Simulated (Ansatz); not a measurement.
Reactions of BFH₇NSi₂, SMILES `FBN([SiH3])[SiH3]`.

Gas-phase electronic energies from Ansatz, PBE0-D4/def2-TZVP geometries. CCSD(T)/CBS adds triple-zeta CCSD(T) − MP2 to the extrapolated MP2 energy (def2 sets, frozen cores). This one scheme is used for every species, atoms too. DFT in def2-TZVPP. Open shells (•) are unrestricted, without spin–orbit coupling. Spin–orbit coupling would lower the free atoms: a little for B, F, Si. def2 core potentials past Kr. For Ge, In outer-core shells are correlated without core-valence functions, so the limit isn't a true one: a few kJ/mol of doubt a bond, and 10 to 20 or more in all where bonds break to atoms. Scalar relativity is left out up to krypton. Each species was taken in one conformer, which may not be the lowest.

```json
{"reaction": "`FBN([SiH3])[SiH3]` + `COB(O)O` → `OB(O)OC[SiH3]` + `FBN[SiH3]`", "CCSD/CBS(def2) (eV)": "0.82", "ωB97M-V (eV)": "0.79", "CCSD(T)/CBS(def2) (eV)": "0.82"}
{"reaction": "`FBN([SiH3])[SiH3]` + `[OH][InH2]` → `FB[O][InH2]` + `[SiH3]N[SiH3]`", "CCSD/CBS(def2) (eV)": "-0.53", "ωB97M-V (eV)": "-0.52", "CCSD(T)/CBS(def2) (eV)": "-0.51"}
{"reaction": "`FBN([SiH3])[SiH3]` + `FC(F)(F)[O][GeH3]` → `FBOC(F)(F)F` + `[SiH3][N]([SiH3])[GeH3]`", "CCSD/CBS(def2) (eV)": "0.14", "ωB97M-V (eV)": "0.20", "CCSD(T)/CBS(def2) (eV)": "0.14"}
{"reaction": "`FBN([SiH3])[SiH3]` + `[NH2][GeH2][OH]` → `[NH2][GeH2][O]BF` + `[SiH3]N[SiH3]`", "CCSD/CBS(def2) (eV)": "-0.43", "ωB97M-V (eV)": "-0.44", "CCSD(T)/CBS(def2) (eV)": "-0.41"}
{"reaction": "`FBN([SiH3])[SiH3]` + `O[SiH2]O` → `O[SiH2]OBF` + `[SiH3]N[SiH3]`", "CCSD/CBS(def2) (eV)": "-0.24", "ωB97M-V (eV)": "-0.22", "CCSD(T)/CBS(def2) (eV)": "-0.21"}
{"reaction": "`FBN([SiH3])[SiH3]` → B• + F• + 7 H• + N• + 2 Si•", "CCSD/CBS(def2) (eV)": "43.01", "ωB97M-V (eV)": "43.66", "CCSD(T)/CBS(def2) (eV)": "43.48"}
{"reaction": "`FBN([SiH3])[SiH3]` + H₂O → `OBN([SiH3])[SiH3]` + H–F", "CCSD/CBS(def2) (eV)": "0.15", "ωB97M-V (eV)": "0.15", "CCSD(T)/CBS(def2) (eV)": "0.13"}
{"reaction": "`FBN([SiH3])[SiH3]` + `CNC` → `CN(C)BF` + `[SiH3]N[SiH3]`", "CCSD/CBS(def2) (eV)": "-0.25", "ωB97M-V (eV)": "-0.24", "CCSD(T)/CBS(def2) (eV)": "-0.24"}
```

Largest T1 diagnostic: 0.017, for `[OH][InH2]`.
